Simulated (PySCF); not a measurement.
**Electric field gradients and quadrupole coupling constants**

Compound: C₇H₁₇NSi.
SMILES with atom numbers: `[CH2:1]=[CH:2][CH2:3][C@@:4]([CH3:5])([NH:6][CH3:7])[SiH2:8][CH3:9]` (hydrogens: H10, H11 on C1; H12 on C2; H13, H14 on C3; H15, H16, H17 on C5; H18 on N6; H19, H20, H21 on C7; H22, H23 on Si8; H24, H25, H26 on C9)

Structure used (GFN2-xTB), in Å, numbered top down from 1:
```
atom  x, y, z in Å
C1     3.0392    0.1844    0.3469
C2     2.0541   -0.4802   -0.2289
C3     0.7500   -0.7969    0.4245
C4    -0.4666   -0.3010   -0.3750
C5    -0.6792   -1.1757   -1.6157
N6    -1.6351   -0.2921    0.5128
C7    -1.9970   -1.5324    1.1741
Si8   -0.2587    1.5518   -0.8555
C9     0.0248    2.5900    0.7006
H10    3.9705    0.3781   -0.1585
H11    2.9599    0.5572    1.3553
H12    2.1774   -0.8539   -1.2368
H13    0.7173   -0.3407    1.4151
H14    0.6831   -1.8844    0.5445
H15   -1.5880   -0.8755   -2.1360
H16    0.1509   -1.0651   -2.3075
H17   -0.7642   -2.2301   -1.3519
H18   -2.4353    0.0310   -0.0222
H19   -2.1746   -2.3742    0.4903
H20   -2.9109   -1.3597    1.7420
H21   -1.2138   -1.8160    1.8755
H22    0.8341    1.7200   -1.8218
H23   -1.5079    1.9704   -1.5135
H24    1.0250    2.4440    1.0949
H25   -0.0912    3.6464    0.4818
H26   -0.6850    2.3271    1.4783
```

Field gradients from the PBE0/pcSseg-1 density (PySCF, non-relativistic), principal values in atomic units, ordered |Vxx| ≤ |Vyy| ≤ |Vzz|:

```
atom     Vxx     Vyy      Vzz
  N6  0.5365  0.7204  -1.2569
```

Problem. Find the asymmetry η = (Vxx − Vyy)/Vzz and the couplings χ = eQV/h (234.96 MHz × Q in barn × V in au), with Q(14N) = 0.02044 b.

Solution. 
```json
{"atom": "N6", "environment": "secondary amine nitrogen", "nucleus": "14N", "η": "0.15", "χzz (MHz)": "-6.04", "χxx (MHz)": "2.58", "χyy (MHz)": "3.46"}
```

Problem. What is Vzz at N6 in SI units (1 au = 9.71736 × 10²¹ V/m²)?

Solution. -1.2569 au = -12.213 × 10²¹ V/m².

Problem. And the gradient at the other heavy atoms, for which no coupling is worked out here?

Solution. 
```json
{"atom": "C1", "environment": "terminal =CH2 carbon", "Vzz (au)": "0.286", "η": "0.45"}
{"atom": "C2", "environment": "alkene CH carbon", "Vzz (au)": "0.339", "η": "0.50"}
{"atom": "C3", "environment": "allylic carbon", "Vzz (au)": "-0.064", "η": "0.42"}
{"atom": "C4", "environment": "sp3 carbon bound to nitrogen", "Vzz (au)": "0.208", "η": "0.83"}
{"atom": "C5", "environment": "methyl carbon", "Vzz (au)": "0.032", "η": "0.18"}
{"atom": "C7", "environment": "N-methyl carbon", "Vzz (au)": "0.202", "η": "0.15"}
{"atom": "Si8", "environment": "SiH2 silicon", "Vzz (au)": "0.067", "η": "0.67"}
{"atom": "C9", "environment": "Si-methyl carbon", "Vzz (au)": "-0.032", "η": "0.87"}
```

Were the hydrogens deuterons (Q(2H) = 0.00286 b), χzz would run from 106 kHz (H23) to 263 kHz (H18).

Geometry: GFN2-xTB, one conformer, isolated molecule. GFN2-xTB bond lengths can be off by several hundredths of an ångström, more for odd bonds, and the gradients follow them. The basis is small and wasn't made for field gradients, so the couplings can be 20 % off.
